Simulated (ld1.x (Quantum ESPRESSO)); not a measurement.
Au, RRKJ: configuration errors across variants

* Element: Au (Z = 79)
* Generator: ld1.x (Quantum ESPRESSO) 7.5
* Type: norm-conserving RRKJ (Kleinman–Bylander form)
* Functional: PBE
* Relativity: fully relativistic
* Frozen core: [Kr] 4d10 4f14
* Valence charge: 19
* Reference configuration: 5s2 5p6 5d10 6s0 6p0 (charge +1)
* Partial waves: 5s (bound): rc 1.50 bohr; 5p (bound): rc 1.65 bohr; 5d (bound): rc 1.65 bohr
* Local potential: the d channel
* Core correction: none

Open shells are filled in proportion to 2j + 1 (rel_dist='average').

All-electron excitation energies from the reference (eV): (1) 5s2 5p6 5d10 6s1 6p0 -9.427; (2) 5s2 5p6 5d9 6s0 6p0 21.228; (3) 5s2 5p6 5d8 6s0 6p0 55.106; (4) 5s2 5p6 5d9 6s2 6p0 -7.715; (5) 5s2 5p6 5d9 6s1 6p0 2.727; (6) 5s2 5p6 5d10 6s0 6p1 -4.228; (7) 5s2 5p5 5d10 6s1 6p0 57.808.

2 further variants failed, have other tests or too few solved ones, and are left out.

The file “base” misses its own reference levels by 1.0 eV. The file “wave 5s (bound): rc 1.50 bohr becomes 5s (bound): rc 1.56 bohr” misses its own reference levels by 1.0 eV. The file “wave 5s (bound): rc 1.50 bohr becomes 5s (bound): rc 1.82 bohr” misses its own reference levels by 1.0 eV. The file “wave 5s (bound): rc 1.50 bohr becomes 5s (bound): rc 2.06 bohr” misses its own reference levels by 1.0 eV. The file “wave 5s (bound): rc 1.50 bohr becomes 5s (bound): rc 2.20 bohr” misses its own reference levels by 1.0 eV.

Errors AE − PS in meV (a dash: test not solved or not reliable):

| change | (1) | (2) | (3) | (4) | (5) | (6) | (7) | bound ghosts |
| --- | --- | --- | --- | --- | --- | --- | --- | --- |
| base | -485 | +22 | +42 | -1090 | -646 | +85 | -762 | none |
| wave 5s (bound): rc 1.50 bohr becomes 5s (bound): rc 1.56 bohr | -280 | +22 | +42 | -609 | -353 | +85 | -433 | none |
| wave 5s (bound): rc 1.50 bohr becomes 5s (bound): rc 1.82 bohr | +1208 | +22 | +42 | +2769 | +1700 | +85 | +1858 | none |
| wave 5s (bound): rc 1.50 bohr becomes 5s (bound): rc 2.06 bohr | +2215 | +22 | +43 | +4945 | +3006 | +85 | +3292 | none |
| wave 5s (bound): rc 1.50 bohr becomes 5s (bound): rc 2.20 bohr | +2069 | +22 | +43 | +4634 | +2820 | +85 | +3089 | none |

Question: Give the same row for: wave 5s (bound): rc 1.50 bohr becomes 5s (bound): rc 1.42 bohr.

Answer: -562, +22, +42, -1269, -754, +85, -887; bound ghosts: none.
